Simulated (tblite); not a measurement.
C3H2ClF2O (doublet state).
SMILES with atom numbers: `[F:1][C:2]1([F:3])[O:4][CH:5][C@@H:6]1[Cl:7]` (hydrogens: H8 on C5; H9 on C6)

Computed with GFN2-xTB (tblite): harmonic, unscaled wavenumbers at the GFN2-xTB geometry, gas phase. Errors from tens to a few hundred cm⁻¹ against measured bands are possible. Open shells enter through the occupations alone, without spin polarisation, and single modes of such species can be off by tens of per cent.

Harmonic wavenumbers (cm⁻¹): 99.9, 150.9, 254.5, 300.2, 429.1, 446.2, 497.6, 529.7, 687.8, 708.7, 920.2, 986.7, 1032.8, 1050.5, 1100.5, 1133.6, 1168.7, 1232.1, 1241.4, 2965.6, 3172.6.

A = 3701, B = 1797, C = 1521 MHz; mass 126.976 u (most abundant isotopes); point group C1, symmetry number 1; spin multiplicity 2.

What is the zero-point energy?

½Σν̃ = 10055 cm⁻¹ = 120.28 kJ/mol.

What is S at 273.15 K and 1 bar for an ideal gas of classical rigid rotors and harmonic oscillators?

Translation 167.45, rotation 115.45, vibration 50.13, spin (R ln 2) 5.76: S = 338.8 J/(mol K).

And Cp and H(273.15 K) − H(0)?

Cp = 97.67 J/(mol K), of which vibrations give 64.41 (their classical limit is 21 R = 174.6); H(273.15 K) − H(0) = 17.19 kJ/mol without the zero-point energy, 8.10 from vibrations.

What must be added to the electronic energy to get the Gibbs energy at 273.15 K and 1 bar?

ZPE + [H(273.15 K) − H(0)] − T·S = 120.28 + 17.19 − 92.54 = 44.93 kJ/mol.

Which modes carry the vibrational entropy at 273.15 K?

99.9 cm⁻¹: 13.75; 150.9 cm⁻¹: 10.44; 254.5 cm⁻¹: 6.47; 300.2 cm⁻¹: 5.32; 429.1 cm⁻¹: 3.11; 446.2 cm⁻¹: 2.89 J/(mol K); the other 15 give 8.15 together.

Hindered rotation and anharmonicity are outside this model. The structure is chiral; the term R ln 2 for an equal mix with its mirror image is left out.

Time: 0.22 s wall. Hardware: an Arm Neoverse V1 with one thread, shared host with 32 logical CPUs at a one-minute load of 16. The figure is for the frequency step alone.
